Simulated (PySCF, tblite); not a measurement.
Species: C5H13O4P.
Geometry (GFN2-xTB, Å), atoms numbered from 1 in this order:
```xyz
23
C5H13O4P angstrom
C      2.7720   -1.4664   -0.4178
C      2.1973   -0.1055   -0.0606
O      0.8862   -0.2769    0.4711
P     -0.2386    0.7613    0.0455
O     -0.1969    1.2274   -1.3444
O     -0.0637    1.9028    1.1520
C     -0.7533    3.1235    0.9444
O     -1.5923    0.0527    0.4914
C     -2.2828   -0.7219   -0.4813
C     -1.6375   -2.0822   -0.6743
H      3.7950   -1.3521   -0.7648
H      2.7604   -2.1141    0.4546
H      2.1811   -1.9295   -1.2036
H      2.8126    0.3856    0.6999
H      2.1437    0.5375   -0.9448
H     -0.7202    3.3990   -0.1115
H     -0.2489    3.8784    1.5469
H     -1.7939    3.0302    1.2595
H     -2.2915   -0.1728   -1.4285
H     -3.3040   -0.8201   -0.1023
H     -0.6333   -1.9516   -1.0699
H     -1.5717   -2.6022    0.2780
H     -2.2244   -2.6762   -1.3702
```

Level of theory: PBE0/pcSseg-1 in PySCF (dipole) on a GFN2-xTB geometry, gas phase.

Masses are those of the commonest isotopes; rigid-rotor values at the optimised geometry. The values belong to one conformer with, in the numbering `[CH3:1][CH2:2][O:3][P:4](=[O:5])([O:6][CH3:7])[O:8][CH2:9][CH3:10]`, C1–C2–O3–P4 -140°, C2–O3–P4–O5 38°, O3–P4–O6–C7 169°, O3–P4–O8–C9 -94°, P4–O8–C9–C10 78°.

Problem. What are A, B and C (GHz)?

Solution. Ia = 403.76, Ib = 475.84, Ic = 751.51 u·Å²; 505379 MHz·u·Å²/I gives 1252, 1062 and 672.5 MHz, that is A = 1.2517, B = 1.0621, C = 0.6725 GHz.

Problem. What kind of rotor is it?

Solution. An asymmetric top; Ray's κ = 0.345.

Problem. What does the inertial defect say?

Solution. Not planar: Δ = Ic − Ia − Ib = -128.09 u·Å². For a rigid frame Δ = −2 Σ m c², so Σ m c² = 64.04 u·Å² lies off the ab plane: 7.49 from hydrogen and 56.56 from heavier atoms. The atom farthest from that plane is 1.57 Å away.

Problem. Give the other two planar moments, Paa and Pbb, and the rms extents of the mass along the axes.

Solution. Paa = Σ m a² = (Ib + Ic − Ia)/2 = 411.79 and Pbb = Σ m b² = (Ia + Ic − Ib)/2 = 339.71 u·Å². With the mass M = 168.06 u, the rms extents √(P/M) along a, b and c are 1.57, 1.42, 0.62 Å.

Problem. Where do the levels up to J = 4 lie, in MHz?

Solution. Above 0(0,0):
J = 1: 1(0,1) 1735, 1(1,1) 1924, 1(1,0) 2314
J = 2: 2(0,2) 4950, 2(1,2) 5004, 2(1,1) 6173, 2(2,1) 6741, 2(2,0) 6995
J = 3: 3(0,3) 9483, 3(1,3) 9493, 3(1,2) 11698, 3(2,2) 11945, 3(2,1) 12870, 3(3,1) 13997, 3(3,0) 14130
J = 4: 4(0,4) 15343, 4(1,4) 15344, 4(1,3) 18596, 4(2,3) 18663, 4(2,2) 20609, 4(3,2) 21243, 4(3,1) 21887, 4(4,1) 23716, 4(4,0) 23774
Those of J = 1 are B + C, A + C and A + B.

Problem. Which lines would a microwave search look for?

Solution. The dipole components are |μa| = 0.26 D, |μb| = 0.20 D, |μc| = 0.40 D. Intensities carry the squares of the components, which stand as 0.43 : 0.24 : 1.00 (a : b : c). Some lines, for components of 0.1 D or more:

```tsv
type	branch	J(Ka,Kc)	MHz	lower level (cm⁻¹)
b	Q	2(2,0) ← 2(1,1)	823	0.206
b	Q	4(4,1) ← 4(3,2)	2473	0.709
b	Q	5(4,2) ← 5(3,3)	2804	1.005
b	Q	5(2,4) ← 5(1,5)	4250	0.752
a	R	3(2,2) ← 2(2,1)	5204	0.225
a	R	4(2,3) ← 3(2,2)	6718	0.398
a	R	5(2,4) ← 4(2,3)	8130	0.623
a	R	5(4,1) ← 4(4,0)	9542	0.793
c	R	5(1,4) ← 4(0,4)	11437	0.512
c	R	5(5,1) ← 4(4,1)	12201	0.791
```

Its GFN2-xTB frequencies are all real (lowest 17 cm⁻¹). No vibrational averaging or centrifugal distortion is included, and the geometry carries the error of its method. A rigid rotor knows nothing of internal rotation, which can split or shift real lines.
